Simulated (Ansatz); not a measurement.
Ansatz results at the PBE0-D4/def2-TZVP geometry: size of the dipole moment (PBE/def2-TZVPP) 4.20 D; HOMO–LUMO gap (PBE/def2-TZVPP) 2.55 eV; zero-point energy (PBE0-D4/def2-TZVP) 301.3 kJ/mol.

Each molecule was computed in one conformer, which needn't be the lowest.

Q: Which molecule gave them?
A. `[F][Ti]([F])([SH])[Cl]`
B. `[OH][Ti]([OH])([OH])[I]`
C. `[F][Ti]([F])([F])[F]`
D. `CC[N](C)[Ti]([Cl])([Cl])[Cl]`

A: D. The others give `[F][Ti]([F])([SH])[Cl]`: 1.02, 2.97, 39.9; `[OH][Ti]([OH])([OH])[I]`: 2.94, 3.20, 102.7; `[F][Ti]([F])([F])[F]`: 0.00, 6.42, 25.2.
